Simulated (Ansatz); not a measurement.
AlBrH2S2 (`[SH][Al]([SH])[Br]`) at its PBE0-D4/def2-TZVP geometry, where that method's forces vanish. Charge 0, multiplicity 1.

```csv
atom,x (Å),y (Å),z (Å)
S1,1.812,0.544,-0.463
Al2,-0.304,0.635,0.012
S3,-1.555,-1.082,0.453
Br4,-1.270,2.658,0.049
H5,1.866,-0.794,-0.342
H6,-0.550,-1.961,0.292
```

Task: For each bond, give half the difference of the two atoms' forces along it (eV/Å; positive pushes the atoms apart) under PBE-D4, r2SCAN-D4, B3LYP-D4, ωB97M-V in def2-TZVPP. (Estimate.)

Result: Computed: 
```csv
bond,length (Å),PBE-D4,r2SCAN-D4,B3LYP-D4,ωB97M-V
S1–Al2,2.170,0.10,0.03,0.05,0.00
S1–H5,1.345,0.25,0.01,-0.02,-0.08
Al2–S3,2.170,0.10,0.03,0.05,0.00
Al2–Br4,2.242,0.13,0.01,0.07,0.00
S3–H6,1.345,0.25,0.01,-0.02,-0.08
```

B3LYP here is the variant with VWN-RPA as its local correlation; programs differ in this.
